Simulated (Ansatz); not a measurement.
C3H4FGe, SMILES `C#[C][Ge]([CH3])[F]` radical, 9 atoms. Charge 0, multiplicity 2. Correlated methods include outer-core shells of Ge, which these sets cover unevenly. Scalar relativity is left out up to krypton. Hardware: A = 2 threads of an AMD EPYC 7R13 on a shared host; B = 2 threads of an AMD EPYC 7R13 on a shared host and a share of an NVIDIA H100 80 GB. Correlated methods freeze the cores. Open-shell runs search over several starts.

Give the basis size and wall time and peak host memory of each of these runs in Ansatz. UHF-CCSD(T)/def2-TZVPP energy [B]; UKS SPW92 (LDA)/def2-TZVPP energy [A]; direct RPA on PBE orbitals/def2-TZVPP energy [A]; UKS ωB97M-V/def2-QZVPP energy [B]; UKS revPBE-D4/def2-TZVPP energy [A]; UKS PBE0-D4/def2-TZVP frequencies [B]; UKS PBE0-D4/def2-TZVPP energy [A]; UKS PBE0-D4/def2-SVP energy [A]; UHF-MP2/def2-QZVPP energy [B]; UKS PBE0-D4/def2-TZVP relaxation (6 steps) [B]; UKS PBE-D4/def2-TZVPP energy and forces [A]; UKS PBE0-D4/def2-QZVPP energy [B]. (Best estimate.)

Computed: Other jobs shared the machine, so times are rough.

| level | job | functions | wall time | peak host memory (GiB) |
| --- | --- | --- | --- | --- |
| UKS SPW92 (LDA)/def2-TZVPP | energy [A] | 228 | 2.4 s | 0.66 |
| UKS PBE0-D4/def2-SVP | energy [A] | 108 | 3.4 s | 0.66 |
| UKS revPBE-D4/def2-TZVPP | energy [A] | 228 | 4.7 s | 0.66 |
| UKS PBE-D4/def2-TZVPP | energy and forces [A] | 228 | 5.5 s | 0.66 |
| UKS PBE0-D4/def2-QZVPP | energy [B] | 437 | 8.5 s | 0.98 |
| UHF-MP2/def2-QZVPP | energy [B] | 437 | 8.5 s | 0.97 |
| UKS PBE0-D4/def2-TZVPP | energy [A] | 228 | 9 s | 0.79 |
| UKS ωB97M-V/def2-QZVPP | energy [B] | 437 | 10 s | 1.1 |
| direct RPA on PBE orbitals/def2-TZVPP | energy [A] | 228 | 11 s | 0.72 |
| UKS PBE0-D4/def2-TZVP | relaxation (6 steps) [B] | 196 | 12 s | 0.89 |
| UHF-CCSD(T)/def2-TZVPP | energy [B] | 228 | 15 s | 0.85 |
| UKS PBE0-D4/def2-TZVP | frequencies [B] | 196 | 2.6 min | 0.88 |
